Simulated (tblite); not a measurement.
Compound: C7H8OP2S.
Z-matrix (Å and degrees, GFN2-xTB geometry), rows numbered from 1:
```
C 
S   1  1.8310
C   2  1.7571  1  103.89
C   3  1.3857  2  120.88  1     0.61
P   4  1.7279  3  130.10  2  -179.39
C   5  1.7462  4  104.93  3     0.07
C   6  1.5094  5  115.75  4   178.28
P   6  1.7319  5  128.06  4    -1.51
C   3  1.4109  2  115.82  1  -179.75
C   9  1.4440  3  118.84  2    -0.50
O  10  1.2126  9  124.72  3     0.46
H   1  1.0856  2  111.22  3    61.76
H   1  1.0857  2  111.23  3   -63.24
H   1  1.0860  2  104.01  3   179.27
H   4  1.0808  3  117.98  2     0.78
H   7  1.0891  6  111.03  5   151.79
H   7  1.0892  6  110.98  5    30.23
H   7  1.0913  6  110.23  5   -88.95
H  10  1.1075  9  114.20  3  -179.58
```

All values are computed: GFN2-xTB (tblite) harmonic vibrations without scaling, gas phase. This tight-binding method is rough: wavenumbers can miss measured ones by several per cent, in bad cases by 10 to 20. One conformer, not necessarily the lowest.

Harmonic wavenumbers (cm⁻¹): 30.7, 37.4, 74.6, 111.6, 196.5, 197.6, 211.8, 218.4, 264.0, 274.3, 296.6, 313.7, 323.9, 330.6, 372.5, 454.5, 505.9, 575.6, 627.0, 698.8, 731.0, 769.6, 876.7, 889.1, 895.1, 909.0, 909.7, 961.9, 1010.3, 1113.4, 1133.8, 1164.7, 1219.8, 1305.9, 1344.2, 1380.7, 1402.4, 1418.5, 1459.3, 1466.0, 1466.8, 1477.0, 1680.6, 2753.9, 2979.3, 3011.0, 3014.1, 3027.3, 3037.8, 3054.2, 3077.7.

A = 1222, B = 560.7, C = 386.2 MHz; mass 201.977 u (most abundant isotopes); point group C1, symmetry number 1.

Question: Zero-point energy?

Answer: Half the sum of the wavenumbers: 28528 cm⁻¹ = 81.57 kcal/mol.

Question: Entropy at 298.15 K, 1 bar (ideal gas, RRHO, classical rotation)?

Answer: Translation 41.84, rotation 31.47, vibration 40.77: S = 114.1 cal/(mol K).

Question: And Cp and H(298.15 K) − H(0)?

Answer: Cp = 46.88 cal/(mol K), of which vibrations give 38.93 (their classical limit is 51 R = 101.3); H(298.15 K) − H(0) = 8.58 kcal/mol without the zero-point energy, 6.21 from vibrations.

Question: Which modes carry the vibrational entropy at 298.15 K?

Answer: 30.7 cm⁻¹: 5.78; 37.4 cm⁻¹: 5.39; 74.6 cm⁻¹: 4.03; 111.6 cm⁻¹: 3.24; 196.5 cm⁻¹: 2.17; 197.6 cm⁻¹: 2.16 cal/(mol K); the other 45 give 18.01 together.

Question: What must be added to the electronic energy to get the Gibbs energy at 298.15 K and 1 bar?

Answer: ZPE + [H(298.15 K) − H(0)] − T·S = 81.57 + 8.58 − 34.02 = 56.13 kcal/mol.

Question: How do the functions run with temperature in this model?

Answer: 
```csv
T (K),S (cal/(mol K)),Cp (cal/(mol K)),H − H(0) (kcal/mol),G − H(0) (kcal/mol),ln q(vib)
50,64.7,14.8,0.56,-2.67,1.13
100,77.4,22.9,1.50,-6.24,2.86
373.15,125.4,54.2,12.38,-34.42,12.63
500,142.8,64.5,19.94,-51.45,16.82
750,171.8,78.3,37.94,-90.90,24.41
1000,195.6,87.0,58.68,-136.91,31.16
```

q(vib) and H(0) count from the zero-point level.

Hindered rotation and anharmonicity are outside this model. Other conformers, if any are populated, would add a mixing term that is left out. The structure is chiral; the term R ln 2 for an equal mix with its mirror image is left out.

Run on an x86-64 server with one thread (shared host). This covers the Hessian and the dipole derivatives.
